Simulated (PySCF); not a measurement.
**Which element holds H most strongly?**

CCSD(T) extrapolated to the basis-set limit (PySCF; AlH CCSD(T)/CBS(TQ)+CV+SR, AsH CCSD(T)/CBS(DT), CuH CCSD(T)/CBS(TQ)+CV, GaH CCSD(T)/CBS(DT), PH CCSD(T)/CBS(TQ)+CV+SR, SiH CCSD(T)/CBS(TQ)+CV+SR, SnH CCSD(T)/CBS(DT); CV core-valence, SR scalar-relativistic term); no spin–orbit coupling. D0 is De less the harmonic zero-point energy.

```tsv
M	state (unpaired electrons)	Re (Å)	ωe (cm⁻¹)	D0(MH) (eV)
P	triplet (π ↑↑)	1.422	2373	3.04
Sn	doublet (π ↑)	1.766	1718	2.60
As	triplet (π ↑↑)	1.519	2162	2.74
Si	doublet (π ↑)	1.520	2050	3.07
Cu	singlet (closed shell)	1.453	1950	2.70
Al	singlet (closed shell)	1.647	1686	3.09
Ga	singlet (closed shell)	1.659	1601	2.90
```

Order the elements by D0 and give the energy of AsH + P → PH + As.

Al > Si > P > Ga > As > Cu > Sn; ΔE = 2.74 − 3.04 = -0.30 eV at composite CCSD(T). Close neighbours can swap at other levels.

Correlated steps freeze the inner cores (4 to 5 orbitals); shallow outer-core shells are correlated. Spin–orbit coupling is left out, which matters for elements this heavy, above all for dissociation energies. Where the molecule has an RHF reference, its open-shell atoms are computed with UHF. The CCSD T1 diagnostic is raised in CuH, a sign that a single reference may not be enough there. States were picked by a PBE0 search and need not be the measured ground states.
